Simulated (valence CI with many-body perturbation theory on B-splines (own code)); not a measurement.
## Os53+: E2, M1 decay

Computed by relativistic CI+MBPT: five valence electrons over a frozen Dirac-Fock core [Ar], a basis of 7 s, 7 p, 8 d, 6 f, 4 g, 1 h functions for each j, with the one-electron correlation potential Σ1 (screened to all orders), the two-electron term Σ2, the three-electron term Σ3, Breit, model QED; selected single and double excitations, second order for the rest (own B-spline code, finite nucleus).

No measured spectrum was set against this ion. As an estimate, large intervals hold to a few tenths of a per cent, small ones and those within an open d or f shell to about a per cent. Among the levels kept, up to 250 cm⁻¹ of a level comes from second order outside the variational space, and about a tenth of that is noise between levels of different J, which matters for small intervals. The list stops below the first excitations out of the core. Only levels of the ground parity were solved; by the run's estimate the other parity begins above the list, which can be wrong where configurations are misplaced.

Lines 1 to 50 of 112 in falling wavelength, among levels below 2081000 cm⁻¹, chosen from the decays that carry over 1 % of a level's rate. Wavelengths and rates use the calculated energies. Electric multipoles are in the length gauge, E1 and E2 with the static RPA response of the core. Weak lines are less certain than strong ones. Lines between different terms over intervals too small for the method are left out, as are lines whose strength nearly cancels. The highest levels of a list are the least certain. Branching is blank where the lifetime is uncertain.

Levels are named by their leading jj configuration (3d3/2^4 stands for four electrons in 3d with j = 3/2), which in mixed levels can hold well under half, so a name can repeat and another be missing. Letters in brackets count levels of one name in rising energy.

| λ vac (nm) | Upper | Lower | Type | A (s⁻¹) | Branch % |
| --- | --- | --- | --- | --- | --- |
| 1023 | (3d3/2^3 3d5/2^2) J=11/2 | (3d3/2^3 3d5/2^2) J=7/2 [a] | E2 | 1.04e-08 |  |
| 209.1 | (3d3/2^3 3d5/2^2) J=9/2 | (3d3/2^3 3d5/2^2) J=11/2 | M1 | 8.57e+02 | 29.4 |
| 173.6 | (3d3/2^3 3d5/2^2) J=9/2 | (3d3/2^3 3d5/2^2) J=7/2 [a] | M1 | 1.68e+03 | 57.5 |
| 136.1 | (3d3/2^3 3d5/2^2) J=5/2 [b] | (3d3/2^3 3d5/2^2) J=3/2 [a] | M1 | 2.72e+03 | 2.6 |
| 94.12 | (3d3/2^3 3d5/2^2) J=1/2 | (3d3/2^3 3d5/2^2) J=3/2 [a] | M1 | 2.47e+04 | 94.8 |
| 78.99 | (3d3/2^3 3d5/2^2) J=7/2 [b] | (3d3/2^3 3d5/2^2) J=7/2 [a] | M1 | 4.16e+03 | 2.3 |
| 59.68 | (3d3/2^2 3d5/2^3) J=9/2 [c] | (3d3/2^2 3d5/2^3) J=9/2 [b] | M1 | 2.83e+04 | 1.4 |
| 54.69 | (3d3/2^3 3d5/2^2) J=3/2 [b] | (3d3/2^3 3d5/2^2) J=5/2 [b] | M1 | 1.24e+04 | 2.8 |
| 53.74 | (3d3/2^3 3d5/2^2) J=5/2 [b] | (3d3/2^3 3d5/2^2) J=5/2 [a] | M1 | 4.48e+04 | 42.9 |
| 49.48 | (3d3/2^2 3d5/2^3) J=3/2 [c] | (3d3/2^2 3d5/2^3) J=1/2 [b] | M1 | 2.15e+04 | 1.0 |
| 39.01 | (3d3/2^3 3d5/2^2) J=3/2 [b] | (3d3/2^3 3d5/2^2) J=3/2 [a] | M1 | 3.35e+04 | 7.5 |
| 38.88 | (3d3/2^2 3d5/2^3) J=3/2 [c] | (3d3/2^2 3d5/2^3) J=5/2 [c] | M1 | 6.20e+04 | 2.9 |
| 27.10 | (3d3/2^3 3d5/2^2) J=3/2 [b] | (3d3/2^3 3d5/2^2) J=5/2 [a] | M1 | 2.56e+04 | 5.8 |
| 26.83 | (3d3/2^2 3d5/2^3) J=5/2 [d] | (3d3/2^2 3d5/2^3) J=5/2 [b] | M1 | 1.17e+05 | 3.2 |
| 25.07 | (3d3/2^2 3d5/2^3) J=1/2 [a] | (3d3/2^3 3d5/2^2) J=3/2 [b] | M1 | 4.78e+05 | 6.3 |
| 24.47 | (3d3/2^2 3d5/2^3) J=3/2 [a] | (3d3/2^3 3d5/2^2) J=3/2 [b] | M1 | 1.65e+05 | 1.6 |
| 23.97 | (3d3/2^2 3d5/2^3) J=5/2 [b] | (3d3/2^3 3d5/2^2) J=3/2 [b] | M1 | 2.56e+05 | 4.5 |
| 22.07 | (3d3/2^2 3d5/2^3) J=5/2 [d] | (3d3/2^2 3d5/2^3) J=7/2 [a] | M1 | 1.36e+05 | 3.8 |
| 19.98 | (3d3/2^2 3d5/2^3) J=5/2 [c] | (3d3/2^3 3d5/2^2) J=3/2 [b] | M1 | 1.28e+06 | 17.8 |
| 19.90 | (3d3/2^2 3d5/2^3) J=9/2 [a] | (3d3/2^3 3d5/2^2) J=7/2 [b] | M1 | 4.39e+05 | 10.9 |
| 19.89 | (3d3/2^2 3d5/2^3) J=3/2 [b] | (3d3/2^3 3d5/2^2) J=3/2 [b] | M1 | 3.46e+04 | 1.3 |
| 19.25 | (3d3/2^2 3d5/2^3) J=7/2 [a] | (3d3/2^3 3d5/2^2) J=5/2 [b] | M1 | 9.07e+05 | 15.1 |
| 19.23 | (3d3/2^2 3d5/2^3) J=5/2 [a] | (3d3/2^3 3d5/2^2) J=3/2 [a] | M1 | 2.09e+05 | 1.9 |
| 19.00 | (3d3/2 3d5/2^4) J=3/2 | (3d3/2^2 3d5/2^3) J=1/2 [b] | M1 | 1.84e+05 | 1.3 |
| 18.65 | (3d3/2^2 3d5/2^3) J=5/2 [a] | (3d3/2^3 3d5/2^2) J=7/2 [a] | M1 | 7.58e+05 | 7.0 |
| 18.33 | (3d3/2^3 3d5/2^2) J=5/2 [a] | (3d3/2^4 3d5/2) J=5/2 | M1 | 5.25e+06 | 100.0 |
| 18.22 | (3d3/2^2 3d5/2^3) J=1/2 [a] | (3d3/2^3 3d5/2^2) J=1/2 | M1 | 2.17e+06 | 28.8 |
| 18.12 | (3d3/2^2 3d5/2^3) J=7/2 [a] | (3d3/2^3 3d5/2^2) J=9/2 | M1 | 1.39e+06 | 23.1 |
| 18.05 | (3d3/2^2 3d5/2^3) J=11/2 | (3d3/2^3 3d5/2^2) J=9/2 | M1 | 5.64e+05 | 13.9 |
| 18.03 | (3d3/2 3d5/2^4) J=7/2 | (3d3/2^2 3d5/2^3) J=5/2 [c] | M1 | 8.72e+05 | 7.8 |
| 18.00 | (3d3/2^2 3d5/2^3) J=1/2 [b] | (3d3/2^3 3d5/2^2) J=3/2 [b] | M1 | 1.21e+05 | 2.3 |
| 17.90 | (3d3/2^2 3d5/2^3) J=3/2 [a] | (3d3/2^3 3d5/2^2) J=1/2 | M1 | 4.93e+05 | 4.8 |
| 17.75 | (3d3/2^2 3d5/2^3) J=5/2 [b] | (3d3/2^3 3d5/2^2) J=7/2 [b] | M1 | 5.44e+05 | 9.5 |
| 17.52 | (3d3/2 3d5/2^4) J=5/2 | (3d3/2^2 3d5/2^3) J=3/2 [a] | M1 | 1.15e+06 | 7.1 |
| 17.50 | (3d3/2^2 3d5/2^3) J=9/2 [a] | (3d3/2^3 3d5/2^2) J=9/2 | M1 | 4.73e+04 | 1.2 |
| 17.44 | (3d3/2 3d5/2^4) J=9/2 | (3d3/2^2 3d5/2^3) J=7/2 [c] | M1 | 7.87e+05 | 10.0 |
| 17.20 | (3d3/2 3d5/2^4) J=3/2 | (3d3/2^2 3d5/2^3) J=5/2 [c] | M1 | 1.13e+06 | 8.1 |
| 16.91 | (3d3/2^2 3d5/2^3) J=3/2 [a] | (3d3/2^3 3d5/2^2) J=5/2 [b] | M1 | 1.84e+06 | 17.8 |
| 16.83 | (3d3/2 3d5/2^4) J=7/2 | (3d3/2^2 3d5/2^3) J=9/2 [b] | M1 | 8.57e+05 | 7.7 |
| 16.67 | (3d3/2^2 3d5/2^3) J=5/2 [b] | (3d3/2^3 3d5/2^2) J=5/2 [b] | M1 | 2.08e+06 | 36.5 |
| 16.61 | (3d3/2^2 3d5/2^3) J=11/2 | (3d3/2^3 3d5/2^2) J=11/2 | M1 | 3.49e+06 | 86.1 |
| 16.51 | (3d3/2 3d5/2^4) J=11/2 | (3d3/2^2 3d5/2^3) J=9/2 [b] | M1 | 7.85e+05 | 9.1 |
| 16.48 | (3d3/2^2 3d5/2^3) J=9/2 [b] | (3d3/2^3 3d5/2^2) J=7/2 [b] | M1 | 6.07e+05 | 9.1 |
| 16.41 | (3d3/2^2 3d5/2^3) J=7/2 [a] | (3d3/2^3 3d5/2^2) J=7/2 [a] | M1 | 2.16e+06 | 35.8 |
| 16.15 | (3d3/2^2 3d5/2^3) J=9/2 [a] | (3d3/2^3 3d5/2^2) J=11/2 | M1 | 1.40e+06 | 34.7 |
| 15.94 | (3d3/2^2 3d5/2^3) J=7/2 [b] | (3d3/2^3 3d5/2^2) J=7/2 [b] | M1 | 6.55e+05 | 32.0 |
| 15.90 | (3d3/2^2 3d5/2^3) J=9/2 [a] | (3d3/2^3 3d5/2^2) J=7/2 [a] | M1 | 2.15e+06 | 53.2 |
| 15.81 | (3d3/2^2 3d5/2^3) J=5/2 [a] | (3d3/2^3 3d5/2^2) J=5/2 [a] | M1 | 9.79e+06 | 90.8 |
| 15.68 | (3d3/2 3d5/2^4) J=7/2 | (3d3/2^2 3d5/2^3) J=5/2 [b] | M1 | 1.79e+06 | 16.0 |
| 15.58 | (3d3/2^3 3d5/2^2) J=7/2 [a] | (3d3/2^4 3d5/2) J=5/2 | M1 | 2.41e+06 | 99.7 |
